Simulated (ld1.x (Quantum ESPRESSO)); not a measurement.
## Before and after: PAW potential for titanium (Ti)

ld1.x (Quantum ESPRESSO) 7.5 input, shortened:

```
&input
   title='Ti', zed=22., rel=1, dft='PBE', iswitch=3,
   config='[Ar] 3d2 4s1.75 4p0.25'
 /
 &inputp
   pseudotype=3, lpaw=.true., tm=.true., lloc=-1, rcloc=2.25,
   nlcc=.true., new_core_ps=.true., rcore=2.50,
   which_augfun='BESSEL', rmatch_augfun=1.85
 /
6
4S  1  0   1.75   0.00  2.75  3.35  0.0
4S  1  0   0.00   1.80  2.75  3.35  0.0
4P  2  1   0.25   0.00  3.45  3.65  0.0
4P  2  1   0.00   0.30  3.45  3.65  0.0
3D  3  2   2.00   0.00  2.45  2.70  0.0
3D  3  2   0.00   0.15  2.45  2.70  0.0
 &test
   configts(1)='3d2 4s1.75 4p0.25'
 /
```

All-electron outer shells of the reference configuration (PBE, scalar-relativistic, ld1.x):

| shell | level (eV) | outermost node (bohr) | outermost maximum (bohr) |
| --- | --- | --- | --- |
| 3s | -62.98 | 0.40 | 0.87 |
| 3p | -39.21 | 0.37 | 0.90 |
| 4s | -4.67 | 1.24 | 2.92 |
| 3d | -4.58 | – | 0.98 |
| 4p | -1.63 | 1.39 | 3.80 |

Change: waves 3d (bound): rcut 2.45, rcutus 2.94 bohr; 3d channel at 0.15 Ry: rcut 2.45, rcutus 2.94 bohr.

Cutoffs: the cutoffs (Ry, on a coarse ladder) from which the occupation-weighted sum of valence levels, in a spherical-Bessel basis at the reference potential, stays within 10 and 1 mRy of its value at 400 Ry; they do not see the model core or the augmentation charge, which bear on the density cutoff. Errors are all-electron minus pseudo energies relative to the spin-unpolarised reference configuration.

**Question.** How do hardness, ghosts and transferability respond?

**Answer.** The potential gets softer (12 Ry and 15 Ry → 8 Ry and 12 Ry); the number of tests with a reliable result goes from 7 to 4 (the test run of the changed file stopped, so its transferability is not established); the errors of the 4 common tests hardly move; neither file shows a bound ghost. A larger radius leaves more room for a smooth pseudo-wave, so fewer plane waves are needed.

| quantity | base | changed |
| --- | --- | --- |
| cutoff, loose | 12 Ry | 8 Ry |
| cutoff, tight | 15 Ry | 12 Ry |
| loose cutoff by channel (10 mRy a level) | s 6 Ry, p 6 Ry, d 10 Ry | s 6 Ry, p 6 Ry, d 8 Ry |
| bound ghosts | none | none |
| tests with a reliable result | 7 of 7 | 4 of 7 (the test run stopped) |
| error for 3d2 4s2 4p0, meV [ΔE -0.75 eV] | 0.0 | 0.0 |
| error for 3d2 4s1 4p0, meV [ΔE 6.59 eV] | -1.3 | -1.3 |
| error for 3d2 4s0 4p0, meV [ΔE 20.16 eV] | -12 | -12 |
| error for 3d2 4s1 4p1, meV [ΔE 2.32 eV] | -0.5 | -0.5 |
| s: phases at 3.97 bohr within 0.05 rad from the reference energy up to (Ry; the scan ends near 5) | to the end of the scan | to the end of the scan |
| p: phases at 3.97 bohr within 0.05 rad from the reference energy up to (Ry; the scan ends near 5) | 1.7 | 1.7 |
| d: phases at 3.97 bohr within 0.05 rad from the reference energy up to (Ry; the scan ends near 5) | 2.9 | 2.0 |
| lowest overlap eigenvalue by channel | s 0.64, p 0.57, d 0.33 | s 0.64, p 0.57, d 0.17 |
